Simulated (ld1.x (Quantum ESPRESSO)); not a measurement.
## What one change does to a pseudopotential (rhodium, TM)

- Element: Rh
- Generator: ld1.x (Quantum ESPRESSO) 7.5
- Type: norm-conserving Troullier–Martins (Kleinman–Bylander form)
- Functional: PBE
- Relativity: scalar-relativistic
- Frozen core: [Ar] 3d10
- Valence charge: 17
- Reference configuration: 4s2 4p6 4d9 5s0 5p0
- Partial waves: 4s (bound): rc 1.15 bohr; 4d (bound): rc 1.50 bohr; 4p (bound): rc 1.70 bohr
- Local potential: the p channel
- Core correction: none

Change: wave 4s (bound): rc 1.15 bohr becomes 4s (bound): rc 0.98 bohr.

Cutoffs: the cutoffs (Ry, on a coarse ladder) from which the occupation-weighted sum of valence levels, in a spherical-Bessel basis at the reference potential, stays within 10 and 1 mRy of its value at 400 Ry; they do not see the model core or the augmentation charge, which bear on the density cutoff. Errors are all-electron minus pseudo energies relative to the spin-unpolarised reference configuration.

Task: How do hardness, ghosts and transferability respond?

Result: The potential gets harder (110 Ry and 200 Ry → 140 Ry and 230 Ry); the errors of the 7 common tests hardly move; neither file shows a bound ghost. A smaller radius makes the pseudo-wave follow the all-electron one further in, where it bends more sharply, so more plane waves are needed.

```csv
quantity,base,changed
"cutoff, loose",110 Ry,140 Ry
"cutoff, tight",200 Ry,230 Ry
loose cutoff by channel (10 mRy a level),"s 100 Ry, d 50 Ry, p 30 Ry","s 110 Ry, d 50 Ry, p 30 Ry"
bound ghosts,none,none
"error for 4s2 4p6 4d8 5s1 5p0, meV [ΔE 0.91 eV]",+214,+193
"error for 4s2 4p6 4d8 5s0 5p0, meV [ΔE 8.37 eV]",+3.4,+3.4
"error for 4s2 4p6 4d7 5s0 5p0, meV [ΔE 27.88 eV]",+21,+21
"error for 4s2 4p6 4d7 5s1 5p0, meV [ΔE 12.04 eV]",+338,+304
"error for 4s2 4p5 4d8 5s1 5p0, meV [ΔE 57.54 eV]",+333,+295
"error for 4s2 4p6 4d5 5s0 5p0, meV [ΔE 107.33 eV]",+153,+154
"error for 4s2 4p6 4d6 5s0 5p0, meV [ΔE 60.39 eV]",+66,+66
s: phases at 1.84 bohr within 0.05 rad from the reference energy up to (Ry; the scan ends near 5),0.3,0.4
p: phases at 1.84 bohr within 0.05 rad from the reference energy up to (Ry; the scan ends near 5),1.2,1.2
d: phases at 1.84 bohr within 0.05 rad from the reference energy up to (Ry; the scan ends near 5),4.2,4.2
```
